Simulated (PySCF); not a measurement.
C₄H₄Cl₂, SMILES C(/Cl)=C/C(Cl)=C.

Geometry optimised at ωB97X-D3(BJ)/def2-SVP. The structure was generated by enumeration; whether it is a known compound was not checked. Other conformers were not sampled.

The numbers are results of TDDFT-PBE/def2-SVPD in PySCF, not measurements.

Vertical excitations. The molecule is in vacuum.

| state | energy (eV) | λ (nm) | f | main pairs |
|---|---|---|---|---|
| S1 | 4.62 | 268 | 0.000 | HOMO−1→LUMO 100 % |
| S2 | 4.77 | 260 | 0.352 | HOMO→LUMO 91 % |
| S3 | 5.16 | 240 | 0.057 | HOMO−2→LUMO 85 % |
| S4 | 5.54 | 224 | 0.000 | HOMO→LUMO+1 99 % |
| S5 | 5.78 | 215 | 0.000 | HOMO−3→LUMO 100 % |
| S6 | 5.82 | 213 | 0.000 | HOMO→LUMO+2 99 % |
| S7 | 6.14 | 202 | 0.000 | HOMO→LUMO+4 99 % |
| S8 | 6.50 | 191 | 0.029 | HOMO→LUMO+3 74 % |
| S9 | 6.57 | 189 | 0.004 | HOMO→LUMO+5 100 % |
| S10 | 6.65 | 187 | 0.003 | HOMO−1→LUMO+1 95 % |
| T1 | 2.92 | 425 | 0 | HOMO→LUMO 98 % |
| T2 | 4.42 | 281 | 0 | HOMO−2→LUMO 91 % |
| T3 | 4.53 | 274 | 0 | HOMO−1→LUMO 100 % |
| T4 | 5.39 | 230 | 0 | HOMO→LUMO+1 99 % |
Triplets are in the Tamm–Dancoff approximation, which puts them higher than full response would, so one can lie above its singlet here.
